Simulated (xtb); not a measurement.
H8Ge3, charge +1, sextet, at a GFN2-xTB geometry of the parent state (a state made from the parent by changing its charge; the spin is typed, not shown lowest); GFN1-xTB run with xtb.

The xtb input:
```
$ xtb mol.xyz --gfn 1 --chrg 1 --uhf 5 --json

# file mol.xyz
11

Ge     1.78528735     0.89057051    -0.00960923
Ge     0.20523170    -1.06507805    -0.09894082
Ge    -1.98637688     0.15301116     0.10655313
H      3.14142879     0.25081347    -0.12721442
H      1.45956116     1.79025496    -1.16840369
H      1.57640542     1.58274076     1.30781361
H      0.43853625    -2.08396324     1.00690875
H      0.32611648    -1.88430689    -1.37554266
H     -2.09250684     1.09563826    -1.05900460
H     -1.97566258     0.88812406     1.41721270
H     -3.00642831    -0.95141696     0.06213160
```

What the program printed (banner, timings and long lists left out):

```
   ID    Z sym.   atoms
    1   32 Ge     1-3
    2    1 H      4-11

           -------------------------------------------------
          |                Calculation Setup                |
           -------------------------------------------------

           -------------------------------------------------
          |                 G F N 1 - x T B                 |
           -------------------------------------------------

          ...................................................
          :                      SETUP                      :
          :.................................................:
          :  # basis functions                  46          :
          :  # atomic orbitals                  43          :
          :  # shells                           25          :
          :  # electrons                        19          :
          :  # halogen bonds                     0          :
          :  max. iterations                   250          :
          :  Hamiltonian                  GFN1-xTB          :
          :  restarted?                      false          :
          :  GBSA solvation                  false          :
          :  PC potential                    false          :
          :  electronic temp.          300.0000000     K    :
          :  accuracy                    1.0000000          :
          :  -> integral cutoff          0.2500000E+02      :
          :  -> integral neglect         0.1000000E-07      :
          :  -> SCF convergence          0.1000000E-05 Eh   :
          :  -> wf. convergence          0.2000000E-04 e    :
          :  Broyden damping             0.4000000          :
          :  net charge                          1          :
          :  unpaired electrons                  5          :
          ...................................................

 iter      E             dE          RMSdq      gap      omega  full diag
   1     -8.4439995 -0.844400E+01  0.569E+00    0.29       0.0  T
   2     -8.4374663  0.653322E-02  0.348E+00    0.34       1.0  T
   3     -7.2468118  0.119065E+01  0.470E+00    0.71       1.0  T
   4     -8.1600449 -0.913233E+00  0.282E+00    0.46       1.0  T
   5     -8.4720568 -0.312012E+00  0.585E-01    0.20       1.0  T
   6     -8.4760436 -0.398674E-02  0.189E-01    0.19       1.0  T
   7     -8.4762600 -0.216431E-03  0.107E-01    0.20       1.0  T
   8     -8.4761382  0.121837E-03  0.868E-02    0.20       1.0  T
   9     -8.4757784  0.359725E-03  0.120E-01    0.20       1.0  T
  10     -8.4763531 -0.574639E-03  0.556E-02    0.20       1.0  T
  11     -8.4764276 -0.745274E-04  0.221E-02    0.21       1.4  T
  12     -8.4764274  0.238725E-06  0.167E-02    0.21       1.8  T
  13     -8.4764310 -0.361727E-05  0.110E-02    0.21       2.7  T
  14     -8.4764326 -0.159050E-05  0.566E-03    0.21       5.3  T
  15     -8.4764330 -0.424081E-06  0.357E-03    0.21       8.4  T
  16     -8.4764333 -0.283118E-06  0.317E-04    0.21      95.1  T
  17     -8.4764333 -0.215934E-08  0.576E-05    0.21     523.5  T
  18     -8.4764333 -0.756888E-10  0.877E-06    0.21    3436.3  T

   *** convergence criteria satisfied after 18 iterations ***

         :::::::::::::::::::::::::::::::::::::::::::::::::::::
         ::                     SUMMARY                     ::
         :::::::::::::::::::::::::::::::::::::::::::::::::::::
         :: total energy              -8.419914168851 Eh    ::
         :: gradient norm              0.033956609165 Eh/a0 ::
         :: HOMO-LUMO gap              0.206373731035 eV    ::
         ::.................................................::
         :: SCC energy                -8.476433273336 Eh    ::
         :: -> electrostatic           0.079503307642 Eh    ::
         :: repulsion energy           0.060224944148 Eh    ::
         :: dispersion energy         -0.003705839662 Eh    ::
         :: halogen bond corr.         0.000000000000 Eh    ::
[...]
         4        1.9999           -0.6273843             -17.0720
         5        1.9346           -0.6214916             -16.9116
         6        1.7284           -0.6199022             -16.8684
         7        1.6938           -0.6197419             -16.8640
         8        1.6432           -0.6195248             -16.8581
         9        1.0000           -0.5765001             -15.6874
        10        1.0000           -0.5325450             -14.4913
        11        1.0000           -0.3890966             -10.5879
        12        0.9819           -0.3629593              -9.8766 (HOMO)
        13        0.0181           -0.3553752              -9.6703 (LUMO)
        14        0.0000           -0.3446315              -9.3779
        15                         -0.3410109              -9.2794
        16                         -0.3179324              -8.6514
        17                         -0.3096529              -8.4261
        18                         -0.3035398              -8.2597
        19                         -0.2629510              -7.1553
        20                         -0.2521404              -6.8611
        21                         -0.2497437              -6.7959
        22                         -0.2467776              -6.7152
        23                         -0.2326713              -6.3313
       ...                                ...                  ...
        43                          0.6849778              18.6392
      -------------------------------------------------------------
                  HL-Gap            0.0075841 Eh            0.2064 eV
             Fermi-level           -0.4890660 Eh          -13.3082 eV

  Mulliken/CM5 charges         n(s)   n(p)   n(d)
     1Ge    0.25122  0.05815   1.325  1.721  0.703
     2Ge    0.30866  0.18170   1.324  1.561  0.806
     3Ge    0.25123  0.05815   1.325  1.721  0.703
     4H     0.02262  0.08731   0.977  0.000  0.000
     5H     0.01867  0.08352   0.981  0.000  0.000
     6H     0.01867  0.08352   0.981  0.000  0.000
     7H     0.03448  0.09665   0.966  0.000  0.000
     8H     0.03448  0.09665   0.966  0.000  0.000
     9H     0.01867  0.08352   0.981  0.000  0.000
    10H     0.01867  0.08352   0.981  0.000  0.000
    11H     0.02262  0.08731   0.977  0.000  0.000

Wiberg/Mayer (AO) data.
largest (>0.10) Wiberg bond orders for each atom

 ---------------------------------------------------------------------------
     #   Z sym  total        # sym  WBO       # sym  WBO       # sym  WBO
 ---------------------------------------------------------------------------
     1  32 Ge   3.864 --     2 Ge   0.965     4 H    0.788     6 H    0.776
                             5 H    0.776     3 Ge   0.449
     2  32 Ge   3.765 --     1 Ge   0.965     3 Ge   0.965     8 H    0.804
                             7 H    0.804
     3  32 Ge   3.864 --     2 Ge   0.965    11 H    0.788    10 H    0.776
                             9 H    0.776     1 Ge   0.449
     4   1 H    0.873 --     1 Ge   0.788
     5   1 H    0.858 --     1 Ge   0.776
     6   1 H    0.858 --     1 Ge   0.776
     7   1 H    0.921 --     2 Ge   0.804
     8   1 H    0.921 --     2 Ge   0.804
     9   1 H    0.858 --     3 Ge   0.776
    10   1 H    0.858 --     3 Ge   0.776
    11   1 H    0.873 --     3 Ge   0.788
 ---------------------------------------------------------------------------

Topologies differ in total number of bonds
Writing topology from bond orders to xtbtopo.mol

 dipole moment from electron density (au)
     X       Y       Z
  -0.0959   0.4976   0.0462  total (Debye):    1.293

           -------------------------------------------------
          | TOTAL ENERGY               -8.419914168851 Eh   |
          | GRADIENT NORM               0.033956609165 Eh/α |
          | HOMO-LUMO GAP               0.206373731035 eV   |
           -------------------------------------------------

normal termination of xtb
```
